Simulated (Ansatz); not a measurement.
Geometry optimisation, RKS B3LYP/def2-SVP in Ansatz 0.2.0.

The input (input.yaml):

```yaml
crystal:
  periodic: [false, false, false]
  atoms:
    - { symbol: O, position_ang: [0.4817, 1.1112, -0.545] }
    - { symbol: C, position_ang: [0.0008, -0.0258, 0.036] }
    - { symbol: O, position_ang: [0.4508, -0.3821, 1.2747] }
    - { symbol: Se, position_ang: [-1.1478, -0.9519, -1.0449] }
    - { symbol: H, position_ang: [0.0859, 1.412, -1.4872] }
    - { symbol: H, position_ang: [0.1708, -1.2276, 1.7201] }
basis:
  gaussian: { orbitals: def2-SVP }
hamiltonian:
  xc: b3lyp
relax:
  f_tol: 0.015
  max_steps: 40
output:
  orbitals: {}
```

Launched with:

```bash
$ ansatz run input.yaml --threads 1 --pin off --max-ram 2048MiB --backend cpu --events-out ev --progress --plain --runs-dir out
```

Where does it end, and by what steps?

It converged. After 5 steps the energy has fallen by 0.980 eV; H6 moved furthest, 0.28 Å.

| step | energy less start (eV) | largest force component (eV/Å) | accepted |
| --- | --- | --- | --- |
| 0 | 0.0000 | 3.236 | yes |
| 1 | -0.8093 | 1.224 | yes |
| 2 | -0.8971 | 1.243 | yes |
| 3 | -0.9591 | 0.817 | yes |
| 4 | -0.9797 | 0.034 | yes |
| 5 | -0.9798 | 0.003 | yes |

```xyz
6
Properties=species:S:1:pos:R:3
O 0.502 1.128 -0.443
C 0.002 -0.016 -0.012
O 0.481 -0.286 1.188
Se -1.163 -1.053 -0.926
H 0.129 1.293 -1.325
H 0.092 -1.130 1.472
```

Whether the end is a true minimum wasn't checked by a vibrational analysis.

The run took 21 s on 1 thread of Arm Neoverse V1, with other jobs on the host, peak memory 0.17 GiB.
